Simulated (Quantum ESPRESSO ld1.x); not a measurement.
Values are calculated unless marked as measured or tabulated.
The table gives one normalised radial function P(r) = r R(r) (large component) of Hg53+ in [Ar] 3d9 (r in bohr). Level of theory: Dirac Kohn-Sham, PBE, spin-unpolarised, spherical densities, point nucleus; open shells are shared between the two j in proportion to 2j + 1 (ld1.x of Quantum ESPRESSO 7.5).

r,P
0.001665,0.0001
0.002066,0.0003
0.002585,0.0005
0.003208,0.0010
0.003982,0.0018
0.004942,0.0033
0.006133,0.0060
0.007673,0.0112
0.009523,0.0201
0.01182,0.0358
0.01467,0.0628
0.01821,0.1084
0.0226,0.1833
0.02827,0.3078
0.03508,0.4914
0.04354,0.7554
0.05404,1.1086
0.06707,1.5384
0.08324,1.9950
0.1041,2.3957
0.1292,2.5836
0.1604,2.4699
0.1991,2.0397
0.2471,1.4081
0.3067,0.7797
0.3836,0.3161
0.4761,0.0932
0.5909,0.0179

Which n and l does it have? It may be an empty orbital.

Answer. n = 3, l = 2: the number of nodes gives n - l - 1 = 0, the rise at small r points to l (this Dirac orbital starts as r^gamma with gamma = sqrt((l + 1)^2 - (Z/c)^2) = 2.94; the j = 5/2 orbital of l + 1 starts with the same power, but with a smaller coefficient, and then steepens), and the extent must fit the shell. The curve is that of 3d5/2; the two j differ most near the nucleus, where j = l - 1/2 has the larger amplitude, and in heavy atoms j = l - 1/2 is also the more compact. 3d5/2: eigenvalue -5128.5 eV, 0 radial nodes, <r> = 0.160 bohr, 90 % of the charge inside 0.246 bohr.
